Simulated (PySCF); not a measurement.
**Electron correlation in Re (rhenium, neutral)**

[Xe] 4f14 5d5 6s2, high-spin 6S determinant. All numbers are calculated (PySCF 2.14, scalar relativity through the core potential, in def2-TZVPPD with the def2 core potential (60 electrons) (6s5p3d2f1g, 59 functions)). Frozen: nothing; 15 electrons correlated.

```csv
level,correlation energy (mhartree)
CCSD,-357.86
(T),-12.85
CCSD(T),-370.71
```

Diagnostics: T1 = 0.019, D1 = 0.0960, largest double amplitude 0.047.

Question: Is a single reference adequate?

Answer: Yes, within this model without spin-orbit coupling: T1 lies below 0.03 and no double amplitude reaches 0.07.

The basis has no tight functions for the innermost shells, so their pair energies are far from complete.

This basis was not built for core-valence correlation, so the inner-shell part is incomplete.
